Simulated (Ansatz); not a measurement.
A run for Ansatz (a program for electronic structure): R-B3LYP-D3(BJ)/def2-TZVP on BrH3Si (SMILES [SiH3]Br).

Ansatz 0.2 input:
```yaml
crystal:
  periodic: [false, false, false]
  atoms:
    - {symbol: Si, position_ang: [-0.21127540, 0.01387491, -0.00378276]}
    - {symbol: Br, position_ang: [1.97758816, -0.06129342, -0.04043293]}
    - {symbol: H, position_ang: [-0.56029713, 1.40830430, -0.31124413]}
    - {symbol: H, position_ang: [-0.60640950, -0.39150316, 1.35083774]}
    - {symbol: H, position_ang: [-0.62639172, -0.95450936, -1.02398504]}
basis:
  gaussian:
    orbitals: def2-TZVP
hamiltonian:
  xc: b3lyp
  dispersion: d3bj
relax: {f_tol: 0.003, max_steps: 120}
```

Program output:

```
WARN ansatz: RAYON_NUM_THREADS=1 ignored (pool sized by the plan → 1); use --threads N
Functional definition: B3LYP
integrals: 0.03 GiB planned
806 factors; their error is unknown
mean field: 0.31 GiB planned
mean field evaluation 1: about -77974.7500 eV, gradient 1.2e1 eV
mean field evaluation 2: about -77975.0388 eV, gradient 5.9e0 eV
mean field evaluation 4: about -77975.1450 eV, gradient 3.4e-1 eV
mean field evaluation 8: about -77975.5143 eV, gradient 3.2e-1 eV
mean field evaluation 16: about -77975.5144 eV, gradient 1.3e-5 eV
mean field -77975.51439078 eV, -2865.5473001592 hartree, gradient 1.3e-5 eV, S^2 0.000000; 0 other end points of the search recorded, 0 dependent functions left out
the calculation of the forces begins
reference -77975.51461440 eV, -2865.5473083769 hartree; 26, 26 occupied and 77, 77 virtual orbitals, 806 factors
relax step   1: F+E_penalty+E_count = -77975.68376253 eV  Δ(F+E_penalty+E_count) = +0.000e0 eV  max|allowed force component| = 9.169e-1 eV/Å  Δτ_max = 0.0000 Å  (25 SCF iters, accepted)
these checks for a lower state are left out or cut short: starts, cluster_reference, orbital_swaps, neighbouring_geometries, increment
integrals: 0.03 GiB planned
806 factors; their error is unknown
mean field: 0.31 GiB planned
mean field -77975.54641281 eV, -2865.5484769471 hartree, gradient 2.3e-5 eV, S^2 0.000000; 0 other end points of the search recorded, 0 dependent functions left out
the calculation of the forces begins
reference -77975.54663599 eV, -2865.5484851488 hartree; 26, 26 occupied and 77, 77 virtual orbitals, 806 factors
relax step   2: F+E_penalty+E_count = -77975.71178062 eV  Δ(F+E_penalty+E_count) = -2.802e-2 eV  max|allowed force component| = 4.859e-1 eV/Å  Δτ_max = 0.1309 Å  (27 SCF iters, accepted)
these checks for a lower state are left out or cut short: starts, cluster_reference, orbital_swaps, neighbouring_geometries, increment
integrals: 0.03 GiB planned
806 factors; their error is unknown
mean field: 0.31 GiB planned
mean field -77975.56509536 eV, -2865.5491635181 hartree, gradient 2.3e-5 eV, S^2 0.000000; 0 other end points of the search recorded, 0 dependent functions left out
the calculation of the forces begins
reference -77975.56531971 eV, -2865.5491717630 hartree; 26, 26 occupied and 77, 77 virtual orbitals, 806 factors
relax step   3: F+E_penalty+E_count = -77975.73165852 eV  Δ(F+E_penalty+E_count) = -1.988e-2 eV  max|allowed force component| = 5.415e-1 eV/Å  Δτ_max = 0.0613 Å  (27 SCF iters, accepted)
these checks for a lower state are left out or cut short: starts, cluster_reference, orbital_swaps, neighbouring_geometries, increment
integrals: 0.03 GiB planned
806 factors; their error is unknown
mean field: 0.31 GiB planned
mean field evaluation 32: about -77975.2022 eV, gradient 4.5e-3 eV
mean field -77975.57186516 eV, -2865.5494123035 hartree, gradient 2.1e-5 eV, S^2 0.000000; 0 other end points of the search recorded, 0 dependent functions left out
the calculation of the forces begins
reference -77975.57208873 eV, -2865.5494205196 hartree; 26, 26 occupied and 77, 77 virtual orbitals, 806 factors
relax step   4: F+E_penalty+E_count = -77975.73872803 eV  Δ(F+E_penalty+E_count) = -7.070e-3 eV  max|allowed force component| = 2.416e-2 eV/Å  Δτ_max = 0.0207 Å  (27 SCF iters, accepted)
these checks for a lower state are left out or cut short: starts, cluster_reference, orbital_swaps, neighbouring_geometries, increment
integrals: 0.03 GiB planned
806 factors; their error is unknown
mean field: 0.31 GiB planned
mean field -77975.57196303 eV, -2865.5494159003 hartree, gradient 2.1e-5 eV, S^2 0.000000; 0 other end points of the search recorded, 0 dependent functions left out
the calculation of the forces begins
reference -77975.57218671 eV, -2865.5494241204 hartree; 26, 26 occupied and 77, 77 virtual orbitals, 806 factors
relax step   5: F+E_penalty+E_count = -77975.73879474 eV  Δ(F+E_penalty+E_count) = -6.671e-5 eV  max|allowed force component| = 6.670e-3 eV/Å  Δτ_max = 0.0023 Å  (28 SCF iters, accepted)
these checks for a lower state are left out or cut short: starts, cluster_reference, orbital_swaps, neighbouring_geometries, increment
integrals: 0.03 GiB planned
806 factors; their error is unknown
mean field: 0.31 GiB planned
mean field -77975.57196146 eV, -2865.5494158425 hartree, gradient 2.1e-5 eV, S^2 0.000000; 0 other end points of the search recorded, 0 dependent functions left out
the calculation of the forces begins
reference -77975.57218512 eV, -2865.5494240620 hartree; 26, 26 occupied and 77, 77 virtual orbitals, 806 factors
relax step   6: F+E_penalty+E_count = -77975.73879876 eV  Δ(F+E_penalty+E_count) = -4.023e-6 eV  max|allowed force component| = 6.337e-5 eV/Å  Δτ_max = 0.0004 Å  (28 SCF iters, accepted)
integrals: 0.03 GiB planned
806 factors; their error is unknown
mean field: 0.31 GiB planned
mean field evaluation 64: about -77975.2016 eV, gradient 1.4e-1 eV
mean field -77975.57196146 eV, -2865.5494158425 hartree, gradient 2.1e-5 eV, S^2 0.000000; 1 other end points of the search recorded, 0 dependent functions left out
the calculation of the forces begins
reference -77975.57218512 eV, -2865.5494240620 hartree; 26, 26 occupied and 77, 77 virtual orbitals, 806 factors
Total energy: -77975.73902243 eV, -2865.5555552200 hartree
Atom 0 at    -0.173988     0.008090    -0.003684 Å, force     0.000057    -0.000010     0.000001 eV/Å
Atom 1 at     2.060200    -0.059687    -0.030682 Å, force    -0.000063    -0.000001    -0.000001 eV/Å
Atom 2 at    -0.600130     1.385930    -0.315382 Å, force    -0.000002     0.000015    -0.000003 eV/Å
Atom 3 at    -0.633837    -0.385478     1.341992 Å, force     0.000002    -0.000000     0.000012 eV/Å
Atom 4 at    -0.679031    -0.933983    -1.020852 Å, force     0.000007    -0.000004    -0.000010 eV/Å
Dipole moment:    -0.286003     0.008676     0.003456 e Å
```

Self-consistency was reached.

Cost: very roughly 13 core-seconds.
